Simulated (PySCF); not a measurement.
SCF from a fresh guess for singlet H2PdO, at the PBE0 minimum. PySCF input:

```python
from pyscf import gto, scf, dft
mol = gto.M(atom='''
Pd     0.149752     0.139115     0.062790
O     -1.180624    -0.880805    -0.495028
H      1.189266    -0.785844     0.977175
H      1.530549    -0.785844     0.163227''',
    basis={'Pd': 'def2-TZVP', 'O': 'def2-TZVP', 'H': 'def2-TZVP'},
    ecp={'Pd': 'def2-TZVP'},
    charge=0, spin=0)
mf = dft.RKS(mol, xc='PBE0')
mf.grids.atom_grid = (50, 194)
aux = {'Pd': 'def2-universal-JKFIT', 'O': 'def2-universal-JKFIT', 'H': 'def2-universal-JKFIT'}
mf = mf.density_fit(auxbasis=aux)
mf.conv_tol = 1e-08
mf.diis_space = 10
mf.max_cycle = 60
mf.init_guess = 'minao'
mf.verbose = 4
mf.kernel()
```

Excerpt of the output (cycles and frontier levels):

```
init E= -194.706258725205
  HOMO = -0.741977482403317  LUMO = -0.725631482143768  gap/eV = 0.44480
cycle= 1 E= -202.713657965406  delta_E= -8.01  |g|= 2.86  |ddm|= 4.44
  HOMO = 0.0637874849364195  LUMO = 0.0906548214176084  gap/eV = 0.73110
cycle= 2 E= -187.61895068173  delta_E= 15.1  |g|= 6.03  |ddm|= 11.7
  HOMO = -0.365585607470724  LUMO = -0.291923844318905  gap/eV = 2.00444
cycle= 3 E= -202.99536155748  delta_E= -15.4  |g|= 2.24  |ddm|= 11.6
  HOMO = -0.541931195754145  LUMO = -0.441857658427747  gap/eV = 2.72314
cycle= 4 E= -203.494060238027  delta_E= -0.499  |g|=  1.7  |ddm|=    2
  HOMO = -0.243520104728511  LUMO = -0.159676266584537  gap/eV = 2.28151
cycle= 5 E= -204.105069320648  delta_E= -0.611  |g|= 0.338  |ddm|= 1.17
  HOMO = -0.238244673658089  LUMO = -0.126996409135948  gap/eV = 3.02722
cycle= 6 E= -204.121476020974  delta_E= -0.0164  |g|= 0.172  |ddm|= 0.27
  HOMO = -0.245077492425885  LUMO = -0.131407351260727  gap/eV = 3.09312
cycle= 7 E= -204.126382811648  delta_E= -0.00491  |g|= 0.0652  |ddm|= 0.105
  HOMO = -0.248605263799907  LUMO = -0.131773884932279  gap/eV = 3.17914
cycle= 8 E= -204.127496498553  delta_E= -0.00111  |g|= 0.0178  |ddm|= 0.0837
  HOMO = -0.246175481810692  LUMO = -0.129673038790678  gap/eV = 3.17019
cycle= 9 E= -204.127631697991  delta_E= -0.000135  |g|= 0.00456  |ddm|= 0.025
  HOMO = -0.245711427878519  LUMO = -0.129439158112927  gap/eV = 3.16393
cycle= 10 E= -204.127686173465  delta_E= -5.45e-05  |g|= 0.00273  |ddm|= 0.0251
  HOMO = -0.245694469462263  LUMO = -0.129384369604725  gap/eV = 3.16496
cycle= 11 E= -204.12771020041  delta_E= -2.4e-05  |g|= 0.00221  |ddm|= 0.0218
  HOMO = -0.245659508860379  LUMO = -0.12937383096401  gap/eV = 3.16429
cycle= 12 E= -204.127715865992  delta_E= -5.67e-06  |g|= 0.000943  |ddm|= 0.0126
  HOMO = -0.245559591094964  LUMO = -0.129324106365406  gap/eV = 3.16293
cycle= 13 E= -204.127716276616  delta_E= -4.11e-07  |g|= 0.000132  |ddm|= 0.00313
  HOMO = -0.245543130963222  LUMO = -0.129313858330484  gap/eV = 3.16276
cycle= 14 E= -204.127716282697  delta_E= -6.08e-09  |g|= 4.02e-05  |ddm|= 0.000203
  HOMO = -0.245534874893647  LUMO = -0.129310315709802  gap/eV = 3.16263
Extra cycle  E= -204.127716282423  delta_E= 2.74e-10  |g|= 9.15e-05  |ddm|= 9.74e-05
converged SCF energy = -204.127716282423
```

No lower solution of this spin was found by a stability analysis within the restricted form, which does not test spin polarisation.

At the minimum of this search the closed-shell solution is unstable towards spin polarisation, so a lower open-shell solution exists.

The search for the lowest solution, with the stability check, took 2.5 s on 2 threads of a shared AMD EPYC 7R43 64-Core (Zen 3) host, with 83 basis functions; the process peaked at 0.33 GiB.
